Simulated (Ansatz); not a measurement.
Cartesian coordinates in Å:
```
C 0.6658 -0.7350 -0.7826
O 0.4640 -0.4429 0.5790
Ga -0.6588 0.7557 1.2279
Br -1.8823 1.9211 -0.3172
H 1.7137 -0.5546 -1.0433
H 0.0375 -0.1321 -1.4478
H 0.4447 -1.7914 -0.9655
H -0.7847 0.9793 2.7494
```

The species carries charge 0 and has multiplicity 1.

(1) List the PBE/def2-TZVPP orbital energies in eV (Ansatz 0.2.0). (An estimate is asked.)

Results:

(1) The calculation gave: Occupied: -13088.81, -10094.36, -1681.94, -1516.30, -1516.25, -1516.24, -1234.23, -1093.96, -1093.86, -1093.82, -510.42, -270.04, -228.72, -170.87, -170.71, -170.68, -144.09, -98.70, -98.49, -98.38, -67.54, -67.50, -67.48, -67.36, -67.36, -25.07, -20.84, -20.64, -20.58, -20.56, -20.51, -18.83, -16.47, -12.25, -10.82, -10.77, -10.06, -8.38, -7.50, -7.19, -7.04, -6.71. Lowest empty: -1.96, -1.50, 0.26, 1.00, 2.36, 2.52, 2.60, 2.86.
